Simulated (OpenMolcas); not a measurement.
# Exact exchange and the vertical ionisation energy of CH4FGeN

The species is CH4FGeN (8 atoms), meant as a singlet with charge 0. SMILES: `[H]/N=[C](/F)[GeH3]`. The shape is that of a PBE0-D4/def2-TZVP optimisation.

The vertical ionisation energy (to the doublet cation) y, in eV, basis 6-31G(d); a is the functional's share of exact exchange. Programs: OpenMolcas 26.06.

| functional | program | a | y (eV) |
| --- | --- | --- | --- |
| r2SCAN | OpenMolcas | 0 | 10.11 |
| PBE | OpenMolcas | 0 | 9.96 |
| B3LYP | OpenMolcas | 0.2 | ? |
| PBE0 | OpenMolcas | 0.25 | 10.24 |
| BHLYP | OpenMolcas | 0.5 | 10.29 |

Q: Fit y = c + s·a to the known rows and predict B3LYP.

A: 
1. Means of the 4 rows: a = 0.1875, y = 10.150.
2. Σ(Δa)² = 0.17188, Σ(Δa·Δy) = 0.0925, so the slope is 0.0925/0.17188 = 0.53817.
3. Intercept: 10.150 − (0.53817) × 0.1875 = 10.049. The largest residual of the fit is 0.089.
4. B3LYP: 10.049 + (0.53817) × 0.2 = 10.16 eV.

The run gave 10.23 eV, so the prediction is off by -0.07 eV, within the largest residual. The rows mix families of semi-local functionals, which the line can't see.
